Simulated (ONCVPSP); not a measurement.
What one change does to a pseudopotential (S, ONCV)

| Item | Value |
| --- | --- |
| Element | S (Z = 16) |
| Generator | ONCVPSP 4.0.1 |
| Type | optimised norm-conserving Vanderbilt (ONCV) |
| Functional | Wu-Cohen |
| Relativity | non-relativistic |
| Frozen core | [Ne] |
| Valence charge | 6 |
| Reference configuration | 3s2 3p4 |
| Partial waves | 3s: rc 1.40 bohr, ncon 4, nbas 8, qcut 5.6 1/bohr, 3 projectors, debl 0.7 Ha; 3p: rc 1.45 bohr, ncon 5, nbas 9, qcut 5.3 1/bohr, 2 projectors, debl 3.7 Ha; d scattering state at 0.19 Ha: rc 1.50 bohr, ncon 4, nbas 7, qcut 7.6 1/bohr, 2 projectors, debl 2.3 Ha |
| Local potential | polynomial inside 1.25 bohr (lpopt 5, dvloc0 0 Ha) |
| Core correction | Teter function, fcfact 5.5, rcfact 1.35 |

Change: s: rc 1.96.

Cutoffs: the cutoffs (Ha) at which the residual kinetic energy of the hardest occupied pseudo-wave falls to 1 and 0.1 mHa per electron; they do not see the model core or the augmentation charge, which bear on the density cutoff. Errors are all-electron minus pseudo energies relative to the spin-unpolarised reference configuration.

What does the change do?

The potential gets softer (13 Ha and 17 Ha → 11 Ha and 15 Ha); the bound ghost in s disappears; of the 4 tests that both files solve, the error grows in 4 and shrinks in 0 by more than 15 % and 0.3 meV (median size 7.0 → 12.6 meV). A larger radius leaves more room for a smooth pseudo-wave, so fewer plane waves are needed. More of the atom is replaced by a form fitted at one configuration, so other configurations suffer.

```tsv
quantity	base	changed
cutoff, loose	13 Ha	11 Ha
cutoff, tight	17 Ha	15 Ha
loose cutoff by channel	s 13 Ha, p 6.1 Ha	s 11 Ha, p 6.1 Ha
bound ghosts	s	none
GHOST(+) flags under 300 eV	none	s at 240.2 eV
error for 3s2 3p3, meV [ΔE 11.76 eV]	+1.7	+2.5
error for 3s2 3p2, meV [ΔE 34.04 eV]	+12	+18
error for 3s2 3p1, meV [ΔE 68.10 eV]	+45	+66
error for 3s1 3p5, meV [ΔE 10.16 eV]	+0.1	-7.0
p: phases at 1.47 bohr within 0.05 rad from the reference energy up to (Ha; the scan ends near 5)	to the end of the scan	to the end of the scan
d: phases at 1.52 bohr within 0.05 rad from the reference energy up to (Ha; the scan ends near 5)	to the end of the scan	to the end of the scan
rms error of d²Exc/dni dnj with the model core, mHa	0.22	0.64
```

Base: The cutoffs count occupied waves only; projector 2 of the p channel, the hardest unoccupied one, needs 97 Ha at the loose tolerance. Changed file: The cutoffs count occupied waves only; projector 2 of the p channel, the hardest unoccupied one, needs 97 Ha at the loose tolerance. A true bound ghost makes a file unfit for plane-wave use even where its test errors are small: the radial tests pick states by their node count and pass the ghost by.
